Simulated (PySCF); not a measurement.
methylamine (CH₅N), singlet, geometry from GFN2-xTB. Base run: B3LYP/def2-SVP (PySCF).

PySCF was given this input:
```python
from pyscf import gto, scf, dft

mol = gto.M(
    atom='''
C     0.06015742    0.70059241   -0.00131411
N     0.03966195   -0.75172453    0.00299697
H    -0.93451955    1.16943137   -0.01795391
H    -0.46398692   -1.09295311    0.81518120
H    -0.43905591   -1.09816464   -0.82195807
H     0.58603787    1.04291425    0.88931393
H     0.61294631    1.03728935   -0.87767727
''',
    basis='def2-svp',
    verbose=4,
)

mf = dft.RKS(mol)
mf.xc = 'b3lyp'
mf.kernel()
mo_i, mo_e, stable_i, stable_e = mf.stability(internal=True, external=True, return_status=True, nroots=6, tol=1e-6)
print('internally stable:', stable_i, ' externally stable:', stable_e)
if not stable_e:
    umf = mf.to_uhf() if not hasattr(mf, 'xc') else mf.to_uks()
    umf.scf_summary = {}
    umf.kernel(umf.make_rdm1(mo_e, umf.mo_occ))
```

The bond that is stretched is that between atoms 6 and 1. A test that says stable can miss a lower solution.

Each row names what was changed in the base input (with any setting that the change needs).

```json
[
 {"change": "base", "ΔE vs base (eV)": "0.00", "<S^2>": "0.000", "E after following the instability (Eh)": "-", "<S^2> there": "-", "HOMO-LUMO gap (eV)": "7.70", "stability test says": "stable"},
 {"change": "bond × 1.25", "ΔE vs base (eV)": "0.69", "<S^2>": "0.000", "E after following the instability (Eh)": "-", "<S^2> there": "-", "HOMO-LUMO gap (eV)": "7.48", "stability test says": "stable"},
 {"change": "bond × 1.5", "ΔE vs base (eV)": "1.90", "<S^2>": "0.000", "E after following the instability (Eh)": "-", "<S^2> there": "-", "HOMO-LUMO gap (eV)": "6.33", "stability test says": "stable"},
 {"change": "bond × 1.8", "ΔE vs base (eV)": "3.23", "<S^2>": "0.000", "E after following the instability (Eh)": "-", "<S^2> there": "-", "HOMO-LUMO gap (eV)": "4.93", "stability test says": "stable"},
 {"change": "bond × 2.2", "ΔE vs base (eV)": "4.54", "<S^2>": "0.000", "E after following the instability (Eh)": "-95.61725", "<S^2> there": "0.00", "HOMO-LUMO gap (eV)": "3.47", "stability test says": "external instability"},
 {"change": "bond × 3.0", "ΔE vs base (eV)": "5.98", "<S^2>": "0.000", "E after following the instability (Eh)": "-95.56462", "<S^2> there": "0.00", "HOMO-LUMO gap (eV)": "1.71", "stability test says": "external instability"}
]
```

Where a bond breaks into two radicals, a solution with restricted orbitals usually stops being the lowest and lies too high; an unrestricted one lies lower at the price of spin contamination, which <S^2> shows.
